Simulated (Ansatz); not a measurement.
`CC1[SiH2]C[SiH2]1` → `C1C[SiH2][SiH2]C1`  (isomerisation)

Isolated molecules relaxed with PBE0-D4/def2-TZVP in Ansatz; ΔE leaves out vibrations. CCSD(T)/CBS adds triple-zeta CCSD(T) − MP2 to the extrapolated MP2 energy (def2 sets, frozen cores). Functionals use def2-TZVPP. B3LYP here is the variant with VWN-RPA as its local correlation; programs differ in this.

`CC1[SiH2]C[SiH2]1`:

Cartesian coordinates in Å:
```
C 0.630 -1.700 1.032
C -0.138 -0.790 0.089
Si -0.975 0.809 0.678
C -0.552 1.669 -0.953
Si 0.727 0.299 -1.202
H -0.025 -2.163 1.776
H 1.135 -2.510 0.497
H 1.398 -1.145 1.577
H -0.909 -1.354 -0.455
H -2.417 0.724 1.045
H -0.231 1.412 1.819
H -0.209 2.702 -0.923
H -1.371 1.589 -1.673
H 2.076 0.720 -0.729
H 0.862 -0.260 -2.578
```

`C1C[SiH2][SiH2]C1`:

Z-matrix (Å, degrees):
```
C
C 1 1.534
C 1 1.534 2 111.8
H 1 1.097 2 109.2 3 121.0
H 1 1.095 2 110.2 3 -122.9
Si 2 1.898 1 108.7 3 -53.0
H 2 1.096 1 109.6 3 65.0
H 2 1.093 1 111.4 3 -177.0
Si 3 1.898 1 108.8 2 52.9
H 3 1.096 1 109.6 2 -65.1
H 3 1.093 1 111.4 2 177.0
H 6 1.488 2 112.9 1 147.8
H 6 1.490 2 111.4 1 -90.3
H 9 1.490 3 111.4 1 90.4
H 9 1.488 3 112.9 1 -147.7
```

**Question.** Is it downhill or uphill in electronic energy at CCSD(T)/CBS, and by how much? (An estimate is asked.)

**Answer.** The calculation gave: Nearly level: ΔE = -0.6 kcal/mol.

**Question.** What do these levels give: PBE-D4, r2SCAN-D4, PBE0-D4, B3LYP, CCSD/def2-TZVPP, HF/def2-QZVPP? (Best estimate.)

**Answer.** Ansatz gave: PBE-D4 -2.2, r2SCAN-D4 -0.6, PBE0-D4 -2.0, B3LYP -0.8, CCSD/def2-TZVPP -1.1, HF/def2-QZVPP -0.1 kcal/mol.

Largest T1 diagnostic among the species: 0.011.
